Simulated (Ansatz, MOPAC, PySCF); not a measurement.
Pair of molecules: NH3 (SMILES N) (first 4 atoms) with H2S (SMILES S); geometry from B3LYP-D3(BJ)/def2-TZVP, rigid monomers moved along the line of their centres of mass till N1···H7 is 3.87 Å.
(charge 0, multiplicity 1):
```xyz
7

N      0.00620     0.16352     0.32505
H     -0.77721    -0.46071     0.17009
H     -0.19303     1.03169    -0.15879
H      0.82113    -0.25261    -0.11111
S      0.97416     1.11748     5.37476
H      0.00290     0.30763     5.82470
H      0.69604     0.84817     4.07339
```

Interaction energies are E(AB) − E(A) − E(B) at the monomers' geometry in the complex; basis-set methods are counterpoise corrected. Rows marked so take none.

Correlated levels freeze the cores. CBS: X⁻³ extrapolation of the correlation energy, Hartree–Fock from the larger set. Rows in 6-311+G**, 6-31G*, STO-3G carry no dispersion term and start afresh at each structure (6-31G* with six Cartesian d functions). MP2/6-31G* freezes PySCF's default core. The state that PM6 reach isn't checked.

Codes used: Ansatz (an electronic-structure program); MOPAC for PM6 (differences of heats of formation); PySCF for 6-311+G** rows, 6-31G* rows, STO-3G rows, the dispersion terms. Values without a source in brackets are computed.

Other levels give for the interaction energy: PBE/def2-TZVPPD -0.91; B3LYP/def2-TZVPPD -0.72; B3LYP-D3(BJ)/def2-TZVPPD -0.87; wB97M-V/def2-TZVPPD -0.93; CCSD(T)/CBS(aug-cc-pV(D+d)Z, aug-cc-pV(T+d)Z) -0.94 kcal/mol.

Common cheap choices:

| level | interaction energy (kcal/mol) | less -0.94 (CCSD(T)/CBS(aug-cc-pV(D+d)Z, aug-cc-pV(T+d)Z)) |
|---|---|---|
| PM6 | -0.96 | -0.02 |
| HF/STO-3G (no counterpoise) | -0.43 | 0.51 |
| HF/6-31G* | -0.93 | 0.01 |
| HF/6-31G* (no counterpoise) | -1.05 | -0.11 |
| B3LYP/6-31G* | -0.93 | 0.01 |
| B3LYP/6-31G* (no counterpoise) | -1.09 | -0.15 |
| B3LYP/6-311+G** (no counterpoise) | -0.97 | -0.04 |
| MP2/6-31G* | -1.03 | -0.09 |
